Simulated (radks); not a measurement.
The numbers below are computed, except where a source is named.
Q: The mean radii <r> (bohr) of the occupied orbitals of an atom or ion are listed with their occupations. Code: a radial shooting solver on a logarithmic mesh with Libxc functionals. Model: non-relativistic Kohn-Sham, OLYP, spin-polarised, spherical densities, point nucleus.

orbital  occ.      <r>
1s up       1  0.05484
1s down     1  0.05484
2s up       1   0.2483
2s down     1   0.2478
2p up       3   0.2166
2p down     3   0.2162
3s up       1   0.7350
3s down     1   0.7393
3p up       3   0.7576
3p down     2   0.7643
3d up       5   0.8322
3d down     2   0.8587
4s up       1    2.050

Name the element and its charge. Open shells, if any, are filled with parallel spins first.

A: Z = 28, nickel, charge +3: Ni3+ in [Ne] 3s2 3p5 3d7 4s1. The 1s radius gives Z: for a bare nucleus <r> = 1.5/Z, 0.05357 bohr for Z = 28, and screening makes it slightly larger (0.05484 here). The occupations add up to 25, and the charge is Z minus that.
